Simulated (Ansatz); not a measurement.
`BC(=C)O`, 9 atoms. The species carries charge 0 and has multiplicity 1. All runs use 2 threads of an Intel Xeon on a shared host. Correlated methods freeze the cores.

Problem. How many basis functions does each run have, and how long does it take in Ansatz? direct RPA on PBE orbitals/def2-TZVPP energy; RHF-MP2/def2-QZVPP energy; RHF-CCSD(T)/def2-TZVPP energy; RKS PBE0-D4/def2-TZVP relaxation (5 steps); RKS PBE0-D4/def2-SVP energy; RKS PBE0-D4/def2-QZVPP energy; RKS ωB97M-V/def2-SVP energy; RKS PBE0-D4/def2-TZVP frequencies; RKS BLYP-D4/def2-TZVPP energy; RHF-CCSD(T)/def2-SVP energy; RKS LC-ωPBE/def2-TZVPP energy; RKS B2PLYP (frozen core)/def2-TZVPP energy. (Best estimate.)

Solution. Computed: Other jobs shared the machine, so times are rough.

| level | job | functions | wall time | peak host memory (GiB) |
| --- | --- | --- | --- | --- |
| RKS PBE0-D4/def2-SVP | energy | 81 | 4.6 s | 0.39 |
| RKS ωB97M-V/def2-SVP | energy | 81 | 12 s | 0.39 |
| RKS BLYP-D4/def2-TZVPP | energy | 194 | 13 s | 0.19 |
| RKS LC-ωPBE/def2-TZVPP | energy | 194 | 14 s | 0.39 |
| RHF-CCSD(T)/def2-SVP | energy | 81 | 16 s | 0.39 |
| direct RPA on PBE orbitals/def2-TZVPP | energy | 194 | 22 s | 0.39 |
| RKS PBE0-D4/def2-QZVPP | energy | 378 | 24 s | 0.83 |
| RKS B2PLYP (frozen core)/def2-TZVPP | energy | 194 | 27 s | 0.39 |
| RHF-MP2/def2-QZVPP | energy | 378 | 74 s | 1.7 |
| RKS PBE0-D4/def2-TZVP | relaxation (5 steps) | 154 | 92 s | 0.28 |
| RHF-CCSD(T)/def2-TZVPP | energy | 194 | 2.4 min | 2.3 |
| RKS PBE0-D4/def2-TZVP | frequencies | 154 | 6.5 min | 0.39 |

LC-ωPBE has ω = 0.4 bohr⁻¹.
